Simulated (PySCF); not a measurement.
**Ionisation energy along the 11-electron series**

Calculated with PySCF 2.14 and a two-component X2C-1e Hamiltonian (Gaussian nucleus, no Breit or QED terms), each ion in its own even-tempered basis scaled to its charge; GMP2 freezes 1s2 and drops the highest virtual spinors. Values in eV. NIST values: (m) measured, (s) semi-empirical, (t) theoretical.

```json
{"ion": "Ca(9+)", "configuration": "[Ne] 3s1", "GHF (screened spin-orbit)": "210.73", "GMP2 (screened spin-orbit)": "211.25", "NIST": "211.28 (s)"}
{"ion": "Ti(11+)", "configuration": "[Ne] 3s1", "GHF (screened spin-orbit)": "290.92", "GMP2 (screened spin-orbit)": "291.48", "NIST": "291.50 (s)"}
```

(1) Fill in the row of Sc(10+).

Answers

(1) configuration: [Ne] 3s1; GHF (screened spin-orbit): 249.27; GMP2 (screened spin-orbit): 249.81; NIST: 249.80 (s).
